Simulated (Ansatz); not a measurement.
Consider the redistribution: `O[SiH](O)O[SiH](F)F` + `Cl[SiH2][S][GeH3]` → `F[SiH](F)S[SiH2]Cl` + `O[SiH](O)[O][GeH3]`.

Computed with Ansatz on PBE0-D4/def2-TZVP structures; ΔE is electronic, products minus reactants. CBS: MP2 limit from def2 TZ/QZ plus the TZ coupled-cluster correction, frozen cores. This one scheme is used for every species. Functionals use def2-TZVPP. B3LYP here is the variant with VWN-RPA as its local correlation; programs differ in this. For Ge outer-core shells are correlated without core-valence functions, which leaves a few kJ/mol of doubt a bond. Scalar relativity is left out up to krypton. One conformer a species, not always the lowest.

| level | ΔE (kJ/mol) | difference from CCSD(T)/CBS |
| --- | --- | --- |
| r2SCAN-D4 | 84.0 | -4.1 |
| ωB97X-V | 80.8 | -7.3 |
| ωB97M-V | 84.0 | -4.1 |
| PBE | 78.2 | -9.9 |
| r2SCAN | 84.2 | -3.9 |
| B3LYP | 86.1 | -2.0 |
| HF/def2-TZVPP | 94.6 | 6.5 |
| SCS-MP2/def2-TZVPP | 85.5 | -2.6 |
| CCSD/def2-TZVPP | 88.6 | 0.5 |
| HF/CBS(def2) | 95.5 | 7.4 |
| CCSD(T)/CBS | 88.1 | 0 |

Largest T1 diagnostic among the species: 0.012.

In def2-TZVPP, CCSD(T) changes the Hartree–Fock value by −8.2 kJ/mol (the triples alone add −2.3 kJ/mol) and MP2 by −8.0 kJ/mol. From PBE to PBE0 (25 % exact exchange), in def2-TZVPP and without D4, ΔE moves by +6.3 kJ/mol.
